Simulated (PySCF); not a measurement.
HfFH3, SMILES [F][HfH3], multiplicity 1.

Geometry optimised at r2SCAN-D4/def2-TZVP. The spin state was assumed, not searched. The structure was generated by enumeration; whether it is a known compound was not checked. The def2 effective core potentials stand for the cores of Hf; spin–orbit coupling is left out.

Two levels are set side by side: PBE/def2-TZVPD (PySCF) and CAM-B3LYP/def2-TZVPD (PySCF). Same geometry, gas phase. Differences are taken from unrounded values.

```json
[
 {"quantity": "orbital gap (eV)", "PBE": "4.28"},
 {"quantity": "highest occupied level (eV)", "PBE": "-7.17"},
 {"quantity": "lowest empty level (eV)", "PBE": "-2.89"},
 {"quantity": "dipole moment (D)", "PBE": "0.52"},
 {"quantity": "mean polarisability (bohr³)", "PBE": "49.2"}
]
```

Question: These are the PBE values. What does CAM-B3LYP give? (An estimate is asked for; the answer gives what the named calculation found.)

Answer: 
```
quantity                     CAM-B3LYP  PBE minus CAM-B3LYP
---------------------------  ---------  -------------------
orbital gap (eV)                  9.07                -4.79
highest occupied level (eV)      -9.99                 2.82
lowest empty level (eV)          -0.92                -1.97
dipole moment (D)                 0.64                -0.11
mean polarisability (bohr³)       46.0                  3.2
```

PBE's occupied levels lie high since its potential decays too fast outside the molecule; exact exchange lowers them and widens the gap. PBE's more diffuse valence density responds more strongly to a field. Differences between two approximate levels are no errors against the true value.

Rough cost on one machine, each run with all the roots and properties that it gave: CAM-B3LYP against PBE within a factor of 2.
